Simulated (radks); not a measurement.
Results of a calculation; reference values are marked as such.
Question: These are the eigenvalues of the occupied orbitals of an atom or ion with whole-number occupations (eV). Level of theory: scalar-relativistic Kohn-Sham, PBEsol, spin-unpolarised, spherical densities, point nucleus (a radial shooting solver on a logarithmic mesh with Libxc functionals).

orbital  eigenvalue
1s        -12518.51
2s        -1628.869
2p        -1435.876
3s        -235.8560
3p        -175.5137
3d         -75.8221
4s         -37.6692
4p         -25.4911

Which element is it, and in what charge state? The configuration may be excited.

Answer: Z = 34, selenium, charge +2: Se2+ in [Ar] 3d10 4s2 4p2. The list shows which subshells hold electrons but not how many an open one holds; the 1s level, -460.05 hartree, gives Z - s = 30.3 by -(Z - s)^2/2, which with screening and relativity narrows Z to a few neighbours, and the depths of the outer levels then fix element, charge and occupations together.
